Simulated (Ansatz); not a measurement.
Relaxation of a periodic cell of 19 atoms, PdC18 (surface graphene monolayer, adsorbate Pd), to a largest force component of 0.03 eV/Å in at most 60 steps.

Level of theory: Ansatz, DFT PBE-D3(BJ), scalar-relativistic, plane waves, PAW. Settings: cutoff 420 eV, k mesh 2x2x1, gaussian smearing 0.02 eV, no spin polarisation.

```xyz
19
Lattice="7.3980 0.0000 0.0000 -3.6990 6.4069 0.0000 0.0000 0.0000 12.0000" Properties=species:S:1:pos:R:3:forces:R:3
C 0.000 0.000 1.000 0.73 -0.17 -0.07
C 1.233 0.712 1.000 -0.37 -0.10 0.00
C -1.233 2.136 1.000 0.15 0.07 -0.03
C 0.000 2.847 1.000 0.02 -0.01 0.00
C -2.466 4.271 1.000 -0.20 0.12 -0.04
C -1.233 4.983 1.000 -0.03 0.32 -0.06
C 2.466 0.000 1.000 0.24 -0.28 -0.03
C 3.699 0.712 1.000 -0.60 0.35 -0.08
C 1.233 2.136 1.000 -0.13 0.08 -0.03
C 2.466 2.847 1.000 -0.11 0.37 0.00
C 0.000 4.271 1.000 0.04 -0.16 -0.03
C 1.233 4.983 1.000 -0.39 -0.70 0.31
C 4.932 0.000 1.000 -0.40 0.23 0.45
C 6.165 0.712 1.000 0.38 0.68 0.33
C 3.699 2.136 1.000 0.37 -0.08 -0.03
C 4.932 2.847 1.000 -0.28 -0.15 -0.06
C 2.466 4.271 1.000 0.48 -0.54 -0.07
C 3.699 4.983 1.000 0.20 -0.11 -0.20
Pd 1.707 6.148 3.120 -0.10 0.07 -0.37
```

**Question.** Where does it end, and by what steps?

**Answer.** It converged. The force dipped under the threshold on the way, but the program's further checks kept it going. Limits of this set-up: slab without dipole correction. After 14 steps the energy has fallen by 0.154 eV; Pd19 moved furthest, 0.60 Å.

```
step  energy less start (eV)  largest force component (eV/Å)  accepted
   0                  0.0000                           0.729       yes
   1                 -0.0676                           0.449       yes
   2                 -0.0944                           0.243       yes
   3                 -0.1000                           0.121       yes
   4                 -0.0488                           0.996        no
   5                 -0.1042                           0.141       yes
   6                 -0.1114                           0.204       yes
   7                 -0.1237                           0.353       yes
   8                 -0.1432                           0.303       yes
   9                 -0.1457                           0.446       yes
  10                 -0.1529                           0.101       yes
  11                 -0.1529                           0.101       yes
  12                 -0.1541                           0.066       yes
  13                 -0.1544                           0.020       yes
  14                 -0.1544                           0.020       yes
```

```xyz
19
Lattice="7.3980 0.0000 0.0000 -3.6990 6.4069 0.0000 0.0000 0.0000 12.0000" Properties=species:S:1:pos:R:3
C 0.009 -0.035 1.015
C 1.222 0.678 0.978
C -1.234 2.118 1.020
C -0.011 2.813 0.982
C -2.469 4.241 0.956
C -1.244 4.949 0.980
C 2.462 -0.031 0.980
C 3.675 0.682 1.017
C 1.229 2.105 0.979
C 2.454 2.813 0.956
C -0.004 4.241 0.980
C 1.219 4.936 1.019
C 4.917 -0.037 1.123
C 6.165 0.684 1.123
C 3.694 2.109 0.961
C 4.918 2.816 0.964
C 2.465 4.238 0.965
C 3.689 4.946 0.963
Pd 1.843 6.730 3.162
```

Whether the end is a true minimum wasn't checked by a vibrational analysis.

The run took 96 s on 1 thread of Arm Neoverse V1, on a shared host, peak memory 0.66 GiB.
